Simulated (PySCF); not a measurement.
Ga(H)2(iPr) (C3H9Ga), SMILES C[CH](C)[GaH2].

Coordinates come from a B3LYP-D3(BJ)/def2-SVP optimisation. The structure was generated by enumeration; whether it is a known compound was not checked.

Level of theory: PBE/def2-TZVP (PySCF).

| Property | Value |
|---|---|
| total energy | -2044.13264 hartree |
| point group | Cs |
| highest occupied level | -6.02 eV |
| lowest empty level | -2.27 eV |
| orbital gap | 3.75 eV |
| dipole moment | 0.77 D |
| quadrupole, principal values (traceless, Buckingham form, about the centre of nuclear charge) | -3.34, -2.66, 6.00 D·Å |
| mean static polarisability | 70.2 bohr³ (10.40 Å³) |
| polarisability, principal values | 54.6, 72.8, 83.2 bohr³ |
